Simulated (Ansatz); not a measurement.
Stepwise reaction of `[NH2][Al]([NH2])[SH]` with hydrogen sulfide, as a gas-phase model of exchange steps in deposition or etching. ΔE in kJ/mol; ΔG adds harmonic PBE0-D4 terms to CCSD(T)/CBS, at 1 bar.

Isolated molecules relaxed with PBE0-D4/def2-TZVP in Ansatz; ΔE leaves out vibrations. CCSD(T)/CBS is the MP2 limit (def2-TZVPP, def2-QZVPP) plus CCSD(T) − MP2 in def2-TZVPP, frozen cores. This one scheme is used for every species. Functionals use def2-TZVPP. B3LYP here is the variant with VWN-RPA as its local correlation; programs differ in this. One conformer a species, not always the lowest.

| step | reaction | PBE-D4 | B3LYP-D4 | ωB97M-V | CCSD(T)/CBS | ΔG(600 K) |
| --- | --- | --- | --- | --- | --- | --- |
| 1 | `[NH2][Al]([NH2])[SH]` + H₂S → `[NH2][Al]([SH])[SH]` + NH₃ | -34.8 | -26.3 | -27.2 | -28.7 | -20.1 |
| 2 | `[NH2][Al]([SH])[SH]` + H₂S → `[SH][Al]([SH])[SH]` + NH₃ | -30.4 | -21.6 | -21.8 | -24.2 | -12.5 |

Question: By hand: ΔE of the 2 steps together at CCSD(T)/CBS.

Answer: (-28.7) + (-24.2) = -52.9 kJ/mol, or -26.4 kJ/mol a step.

In ΔE the steps differ by no more than 4.5 kJ/mol. All are downhill at CCSD(T)/CBS. ΔG lies between -20.1 and -12.5 kJ/mol a step. PBE-D4 differs from CCSD(T)/CBS by -6.2 to -6.1 kJ/mol a step. Isolated molecules leave out the surface, adducts and barriers. Largest T1 diagnostic: 0.011.
